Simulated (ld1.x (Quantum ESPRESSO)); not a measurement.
An all-electron radial function and its pseudo partner (beryllium)

Columns: radius, all-electron u(r) and pseudo u(r) of the 2p shell (level -2.25 eV) of beryllium in the configuration [He] 2s1.75 2p0.25; LDA (PZ), non-relativistic, TM semilocal scheme, ld1.x (Quantum ESPRESSO) 7.5.

| r (bohr) | all-electron | pseudo |
| --- | --- | --- |
| 0.175 | 0.0345 | 0.0125 |
| 0.350 | 0.1037 | 0.0489 |
| 0.525 | 0.1806 | 0.1053 |
| 0.700 | 0.2538 | 0.1761 |
| 0.875 | 0.3191 | 0.2541 |
| 1.050 | 0.3752 | 0.3321 |
| 1.225 | 0.4219 | 0.4031 |
| 1.400 | 0.4594 | 0.4621 |
| 1.575 | 0.4883 | 0.5063 |
| 1.750 | 0.5092 | 0.5353 |
| 1.925 | 0.5230 | 0.5505 |
| 2.100 | 0.5304 | 0.5546 |
| 2.275 | 0.5326 | 0.5509 |
| 2.450 | 0.5301 | 0.5421 |
| 2.625 | 0.5239 | 0.5305 |
| 2.800 | 0.5145 | 0.5175 |
| 2.975 | 0.5026 | 0.5036 |
| 3.150 | 0.4887 | 0.4889 |
| 3.325 | 0.4733 | 0.4733 |
| 3.500 | 0.4567 | 0.4567 |
| 3.675 | 0.4393 | 0.4393 |
| 3.850 | 0.4214 | 0.4214 |
| 4.025 | 0.4031 | 0.4031 |
| 4.200 | 0.3847 | 0.3847 |
| 4.375 | 0.3664 | 0.3664 |
| 4.550 | 0.3483 | 0.3483 |

(1) How many radial nodes do the two functions have?

(2) At about which radius was the pseudo-wave matched?

(3) Where does each function peak?

(4) Is the pseudo-wave norm-conserving?

Results:

(1) The all-electron 2p function has n − l − 1 = 0; the pseudo-wave has 0.

(2) 3.50 bohr. The columns agree to 0.0005 from 3.15 bohr on; several derivatives are matched, so the curves merge somewhat inside the radius.

(3) Outermost all-electron maximum near 2.27 bohr, pseudo maximum near 2.10 bohr (to the table’s step).

(4) Yes: the TM semilocal scheme keeps the norm inside the radius equal to the all-electron one, which fixes the energy derivative of the logarithmic derivative at the level.
